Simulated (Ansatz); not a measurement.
Basis-set series for Cl2F2MoO (`[O]=[Mo]([F])([F])([Cl])[Cl]`). Charge 0, multiplicity 1. Mo: def2 effective core potential. Geometry: relaxed with PBE0-D4/def2-TZVP.

```xyz
6

O     0.3232    0.8806    1.4408
Mo    0.0274    0.1040    0.0292
F    -1.0380    1.2346   -0.9610
F     1.3355    0.6606   -1.1425
Cl    1.2187   -1.8131    0.1986
Cl   -1.8669   -1.0667    0.4348
```

```csv
functional,basis,functions,energy (Eh),HOMO (eV),LUMO (eV)
PBE0-D4,def2-SVP,109,-1262.62533,-9.59,-5.42
PBE0-D4,def2-TZVPP,233,-1263.31080,-9.55,-5.31
ωB97M-V,def2-SVP,109,-1262.98802,-11.70,-3.32
ωB97M-V,def2-TZVPP,233,-1263.67626,-11.70,-3.23
```

(1) Give the rows for def2-QZVPP. (Estimate.)

Results:

(1) Ansatz gave: 
```
functional       basis  functions  energy (Eh)  HOMO (eV)  LUMO (eV)
   PBE0-D4  def2-QZVPP        392  -1263.35759      -9.54      -5.28
   ωB97M-V  def2-QZVPP        392  -1263.72112     -11.70      -3.21
```
